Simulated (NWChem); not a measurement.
Species: octasulfur (S$_{8}$); SMILES S1SSSSSSS1

Program: NWChem. The geometry was optimised at B3LYP/6-31G* (spherical d). Level: M06-2X/def2-SVP with SMD (1 M gas to 1 M solution), gas-phase geometry.

```tsv
solvent	dielectric constant	solvation free energy (kcal/mol)	cavity-dispersion-structure term (kcal/mol)	dipole in solution (D)
water	78.4	-2.7	-2.0	0.26
chlorobenzene	5.70	-8.7	-8.1	0.25
cyclohexanone	15.6	-7.4	-6.7	0.26
anisole	4.22	-8.2	-7.7	0.24
```
